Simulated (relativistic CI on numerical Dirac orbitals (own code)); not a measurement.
## Crystal-field levels of Co²⁺, 3d7

Calculated by Dirac-Coulomb-Breit CI, KLI orbitals optimised for each configuration, a model potential for QED, valence Slater integrals scaled by 0.7, one configuration in a parametric crystal field (own radial code).

Field parameters in Wybourne normalisation: D4h B²₀ = −7Ds, B⁴₀ = 21(Dq − Dt), B⁴₄ = 21√(5/14) Dq. The field is a parameter set, without covalency.

S is read from ⟨S²⟩ = S(S + 1).

Levels (cm⁻¹, degeneracy): 0 (2), 145 (2), 292 (2), 666 (2), 1484 (2), 2163 (2), 2219 (2), 8390 (2), 9676 (2), 10203 (2), 10238 (2), 10323 (2).

Which field gives this pattern?
A. D4h, 10Dq = 9900, Ds = -270, Dt = -420 cm⁻¹
B. D4h, 10Dq = 9900, Ds = -1500, Dt = -420 cm⁻¹
C. D4h, 10Dq = 9900, Ds = 2180, Dt = -420 cm⁻¹
D. D4h, 10Dq = 9900, Ds = 550, Dt = -420 cm⁻¹

B. D4h, 10Dq = 9900, Ds = -1500, Dt = -420 cm⁻¹, ground level with S = 1.50.
